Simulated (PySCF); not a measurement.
## Basis set benchmark on one molecule

Molecule: Methyldichlorosilane, CH₄Cl₂Si.

Geometry:
```tsv
atom	x (Å)	y (Å)	z (Å)
C1	-1.005	-0.223	-0.054
Si2	0.794	0.169	0.168
Cl3	1.928	-1.212	-0.866
Cl4	1.194	2.049	-0.586
H5	-1.278	-0.187	-1.119
H6	-1.222	-1.232	0.330
H7	-1.626	0.505	0.492
H8	1.234	0.150	1.585
```

Geometry PBE0-D3(BJ)/def2-SVP throughout; GIAO in PySCF 2.14, gas phase, one conformer, non-relativistic; equivalent atoms averaged; functional PBE0.

Reference values (measured; solution; U. Herzog, Habilitationsschrift, TU Bergakademie Freiberg, 2002/2003): δ(Si2) = 10.9 ppm vs TMS. Computed shifts are taken against TMS, calculated as an isolated molecule at each level.

Question: How do the basis sets STO-3G, 6-31G, pcSseg-0, 6-31G*, def2-SVP, cc-pVDZ, pcSseg-1, aug-cc-pVDZ, 6-311+G(2d,p), def2-TZVP, cc-pVTZ, IGLO-III, pcSseg-2 perform against the reference? Times are CPU seconds on shared hosts with different chips, so compare them loosely.

Answer: 
```
    basis set  functions   Si2  abs. error Si  core-s
       STO-3G         36  21.6           10.7     1.9
        6-31G         56  67.6           56.7     3.8
     pcSseg-0         56  63.0           52.1     2.4
       6-31G*         76  45.3           34.4     4.8
     def2-SVP         88  30.6           19.7     4.9
      cc-pVDZ         88  29.7           18.8     4.2
     pcSseg-1        109  31.2           20.3     9.3
  aug-cc-pVDZ        140  18.0            7.1     7.6
6-311+G(2d,p)        156  25.6           14.7      11
    def2-TZVP        166  22.2           11.3      13
      cc-pVTZ        188  23.7           12.8      12
     IGLO-III        207  19.4            8.5      12
     pcSseg-2        221  23.2           12.3      16
```

For 29Si the closest is aug-cc-pVDZ (7.1 ppm) and the furthest 6-31G (56.7 ppm). Where a smaller basis beats a larger one, errors probably cancel; the largest sets show where the functional converges. One molecule is a small sample, and vibrational and solvent effects are absent from the calculation.

A small basis that lands close on one nucleus may do so by chance; judge by the trend and by all nuclei.
